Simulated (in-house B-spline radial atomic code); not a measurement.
The numbers below are computed, except where a source is named.
**Ghost states of the separable form: Ge**

Ge, [Ar] 3d10 4s2 4p2, non-relativistic PBE, spherical and spin-unpolarised, from an all-electron radial atomic-structure program (B-spline basis) (atomic units; all potentials screened as in the neutral atom).

Troullier-Martins channels: 4s (ε = -0.4189, r_c = 2.07 bohr), 4p (ε = -0.1445, r_c = 2.508 bohr), 3d (ε = -1.1080, r_c = 1.695 bohr). In the Kleinman-Bylander form one channel serves as the local potential, and each other channel l becomes |δV u><u δV|/<u|δV|u>, with δV = V_l − V_local and u the pseudo-orbital. Its strength is E_KB = <u|δV²|u>/<u|δV|u>. By the analysis of Gonze, Stumpf and Scheffler a spurious state lies below the reference level ε if E_KB > 0 and ε is above the second level of the local potential alone, or if E_KB < 0 and ε is above its first. The table's levels are those of angular momentum l in a sphere of 9 bohr, whose wall can lift a shallow ε a little above its free-atom value.

```
local  channel    <u δV u>  <u δV² u>        ε  first local level  second local level
    p        s    0.024126    0.11219  -0.4189            -0.4916              0.0074
    p        d     -8.9427     120.08  -1.1080             0.0882              0.3035
    s        p  -0.0017096    0.04048  -0.1439            -0.1483              0.1111
    s        d     -10.175     151.55  -1.1080             0.0868              0.2986
    d        p      0.1189     1.2146  -0.1439            -7.0668             -0.1133
    d        s     0.40547     5.6918  -0.4189           -13.2828             -1.5522
```

Task: Apply the rule to each row.

Result: Local p, channel s: E_KB = +4.65, so ε = -0.4189 is set against 0.0074: no ghost. Local p, channel d: E_KB = -13.4, so ε = -1.1080 is set against 0.0882: no ghost. Local s, channel p: E_KB = -23.7, so ε = -0.1439 is set against -0.1483: a ghost. Local s, channel d: E_KB = -14.9, so ε = -1.1080 is set against 0.0868: no ghost. Local d, channel p: E_KB = +10.2, so ε = -0.1439 is set against -0.1133: no ghost. Local d, channel s: E_KB = +14, so ε = -0.4189 is set against -1.5522: a ghost.

Diagonalising the separable Hamiltonian gives:

```json
{"local": "p", "channel": "s", "three lowest levels": "-0.4189, 0.0305, 0.3333", "all-electron, two lowest valence levels": "-0.4189, 0.0305"}
{"local": "p", "channel": "d", "three lowest levels": "-1.1080, 0.0958, 0.3307", "all-electron, two lowest valence levels": "-1.1080, 0.0924"}
{"local": "s", "channel": "p", "three lowest levels": "-16.2624, -0.1439, 0.1117", "all-electron, two lowest valence levels": "-0.1439, 0.1115"}
{"local": "s", "channel": "d", "three lowest levels": "-1.1080, 0.0950, 0.3272", "all-electron, two lowest valence levels": "-1.1080, 0.0924"}
{"local": "d", "channel": "p", "three lowest levels": "-0.1439, 0.1113, 0.4436", "all-electron, two lowest valence levels": "-0.1439, 0.1115"}
{"local": "d", "channel": "s", "three lowest levels": "-5.3757, -0.4189, 0.0305", "all-electron, two lowest valence levels": "-0.4189, 0.0305"}
```

Task: Which choices of local channel are safe?

Result: Free of ghosts: p. With s local the p channel has a ghost 16.12 hartree below ε, since the attractive projector pulls a state below the first local level. With d local the s channel has a ghost 4.96 hartree below ε, since the local potential binds more than one state below ε, and a repulsive term of rank one raises each level at most to the next, so it clears only one of them. Among the safe choices the second level, which tests transfer, is off by at most 3.3 millihartree (p local). A small <u δV u> makes E_KB large and sensitive.
